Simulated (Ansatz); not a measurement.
Cost and result for the atomization energy of CH8Al2Si (`C[SiH2][AlH][AlH2]`) (12 atoms, 11 bonds).

Z-matrix (Å, degrees):
```
C
Si 1 1.885
H 1 1.093 2 110.9
H 1 1.092 2 111.1 3 -120.1
H 1 1.093 2 110.8 3 119.9
Al 2 2.467 1 114.3 3 -59.9
H 2 1.496 1 108.9 3 177.6
H 2 1.496 1 108.9 3 62.6
Al 6 2.588 2 123.1 1 -0.3
H 6 1.599 2 116.5 1 179.7
H 9 1.597 6 122.0 2 88.7
H 9 1.597 6 122.0 2 -89.3
```

The species carries charge 0 and has multiplicity 1. Geometry: relaxed with PBE0-D4/def2-TZVP. It is one conformer, not always the lowest. Program: Ansatz. All runs use 4 threads of an INTEL XEON PLATINUM 8581C on a shared host. Times are those of one run each, without the atoms' runs, and a repeat can differ threefold. Electronic energies, without spin–orbit coupling; frozen cores. CCSD(T)/CBS adds CCSD(T) − MP2 in def2-TZVPP to the MP2 limit, and its time is that of the two runs behind it. T1 = 0.012. B3LYP takes the VWN-RPA correlation (the form of Gaussian; ORCA's B3LYP/G). HSE06 is the plane-wave form, built on full-range PBE exchange.

CCSD(T)/CBS is a level of theory with its own doubt, some kJ/mol a heavy atom from the limit and from the frozen cores, so smaller differences don't rank the functionals.

| level | functions | wall time | atomization (kcal/mol) | difference from CCSD(T)/CBS | per bond |
| --- | --- | --- | --- | --- | --- |
| LDA (SPW92)/def2-TZVPP | 269 | 0.95 s | 913.5 | 81.2 | 7.4 |
| BLYP-D4/def2-TZVPP | 269 | 1.4 s | 817.5 | -14.8 | -1.3 |
| PBE-D4/def2-TZVPP (with forces) | 269 | 1.6 s | 824.6 | -7.7 | -0.7 |
| CCSD(T)/def2-SVP | 108 | 1.6 s | 785.6 | -46.7 | -4.2 |
| HSE06-D4/def2-TZVPP | 269 | 2.2 s | 823.9 | -8.4 | -0.8 |
| r2SCAN-D4/def2-TZVPP (with forces) | 269 | 2.4 s | 832.3 | 0.0 | 0.0 |
| B3LYP-D4/def2-TZVPP (with forces) | 269 | 3.1 s | 828.6 | -3.7 | -0.3 |
| B2PLYP/def2-TZVPP | 269 | 3.3 s | 817.2 | -15.1 | -1.4 |
| ωB97X-V/def2-TZVPP | 269 | 4.8 s | 837.2 | 4.9 | 0.5 |
| ωB97M-V/def2-TZVPP (with forces) | 269 | 6.5 s | 828.7 | -3.6 | -0.3 |
| MP2/def2-QZVPP | 507 | 14 s | 816.9 | -15.4 | -1.4 |
| CCSD(T)/def2-TZVPP | 269 | 37 s | 813.0 | -19.3 | -1.8 |
| CCSD(T)/CBS(def2) | – | 51 s | 832.3 | 0.0 | 0.0 |

From BLYP to BHLYP (50 % exact exchange), in def2-TZVPP and without D4, the atomization energy moves by +7.4 kcal/mol. In def2-TZVPP, CCSD(T) changes the Hartree–Fock value by +175.7 kcal/mol (the triples alone add +7.1 kcal/mol) and MP2 by +168.2 kcal/mol; breaking electron pairs costs correlation energy, which Hartree–Fock lacks. The D4 term adds +8.7 kcal/mol with B3LYP and +4.6 kcal/mol with PBE0; it sums over pairs of atoms, weighted by their polarisabilities, and B3LYP, whose exchange is more repulsive, gets the larger term.
